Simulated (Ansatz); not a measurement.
# One elementary step

Start structure (SiN₂H₉Cl, closed shell), relaxed at PBE0-D4/def2-TZVP:

Si1  (-1.567, -0.581, 0.320)
H2  (-0.946, -1.187, -0.882)
H3  (-1.814, -1.443, 1.497)
H4  (-1.381, 0.874, 0.538)
Cl5  (-3.584, -0.496, -0.421)
H6  (1.072, -0.053, 0.388)
N7  (0.526, -0.633, 1.039)
H8  (1.713, 0.649, -2.000)
N9  (1.537, 1.168, -1.147)
H10  (0.909, -1.571, 1.044)
H11  (0.622, -0.254, 1.974)
H12  (2.258, 1.874, -1.072)
H13  (0.655, 1.653, -1.278)
(Å)

The step: SiH₃Cl ([SiH3][Cl]) + NH₃ + NH₃ → SiNH₄Cl ([NH2][SiH2][Cl]) + NH₃ + H₂; bonds formed: H2–H8, H6–N9; dative contacts that become bonds: Si1–N7; bonds broken: Si1–H2, H6–N7, H8–N9. Computed with Ansatz 0.2.0 (basis: def2-TZVPP and def2-QZVPP); correlated methods freeze the cores. Extrapolation: Hartree–Fock as exp(−7.88 √X), correlation as X^−2.97. Energies below are by CCSD(T) at an estimated basis limit (MP2 extrapolated from triple and quadruple zeta, plus CCSD(T) − MP2 in triple zeta).

Problem. What are the electronic barrier and the energy of the step, from the start structure to the end structure? (Judge from chemistry; the value comes from the calculation.)

Solution. By the calculation: Barrier 1.467 eV; step energy -0.192 eV (downhill); reverse barrier, their difference, 1.659 eV. Barrier and step energy count from the start structure, the reverse barrier from the end structure.

The saddle point: One imaginary mode of 228i cm⁻¹.
```
  pair  start (Å)  saddle (Å)  end (Å)
Si1–N7       2.21        1.79     1.69
 H2–H8       3.42        1.27     0.75
 H6–N9       2.02        1.04     1.01
Si1–H2       1.48        1.66     4.33
 H6–N7       1.03        2.01     3.67
 H8–N9       1.01        1.12     3.34
```

Zero-point energy (harmonic, PBE0-D4): ZPE is 2.791 eV at the start and 2.752 eV at the saddle, so the barrier goes from 1.467 to 1.427 eV.

T1 diagnostic: at most 0.010.

Labels in which every atom is bracketed show which atoms are joined, not bond orders.

For scale, one of the runs: CCSD(T)/def2-TZVPP, 272 basis functions, launched by `ansatz run in.yaml --threads 8 --pin off --events-out ev --progress --plain --max-ram 19148MiB`. The run took 110 s on 8 CPU threads of an Arm Neoverse V1 (shared host), with 7 GiB of host memory at its peak.
